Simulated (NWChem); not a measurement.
System: CH$_{4}$MgO$_{2}$; SMILES C[O][Mg][OH]

```xyz
8

Mg     0.4960     0.7633     0.0008
O      0.5114     2.5221    -0.0011
H      0.5192     3.4719    -0.0021
O      0.4789    -1.0054     0.0026
C      0.4688    -2.3761     0.0041
H      0.9831    -2.7993     0.8910
H     -0.5608    -2.7887     0.0095
H      0.9746    -2.8011    -0.8869
```
Atoms are numbered in this order, from 1.

Level: PBE0/def2-SVP (NWChem), optimised geometry, unscaled harmonic frequencies. 

### Question
List the harmonic frequencies with IR intensities, and the thermochemistry.

### Answer
```
frequency (cm⁻¹)  IR intensity (km/mol)
----------------  ---------------------
76                                 27.1
76                                 27.1
104                               135.9
104                               135.8
178                                53.0
178                                53.0
507                                 0.1
879                                77.4
1190                                0.0
1190                                0.0
1316                              367.6
1475                                0.3
1475                                0.3
1484                               33.1
2967                              157.0
3035                               69.1
3035                               69.1
4114                              140.6
```

The zero-point energy is 33.4 kcal/mol. The thermal correction to the enthalpy at 298.15 K (with zero-point energy) is 38.6 kcal/mol, the heat capacity Cv is 20.1 cal/(mol K) and the entropy at 298.15 K and 1 atm (symmetry number 3) comes out as 80.5 cal/(mol K). The dipole moment is 0.67 D.

Rigid rotor and harmonic oscillator; modes under 100 cm⁻¹ make the entropy uncertain.
